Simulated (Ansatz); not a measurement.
Species: C₄H₆O, SMILES `C1C(C1)C=O` (O–C–C–C torsion 147°) (charge 0, multiplicity 1), formula C₄H₆O.

Question: How many basis functions does frozen-core CCSD(T)/cc-pVTZ // B3LYP-D3(BJ)/def2-TZVP in Ansatz (a program for electronic structure) use, how many core orbitals are frozen, and how many electrons are correlated?

Answer: 234 basis functions and 5 frozen orbitals, which leaves 28 correlated electrons. Core time is of the order of minutes.
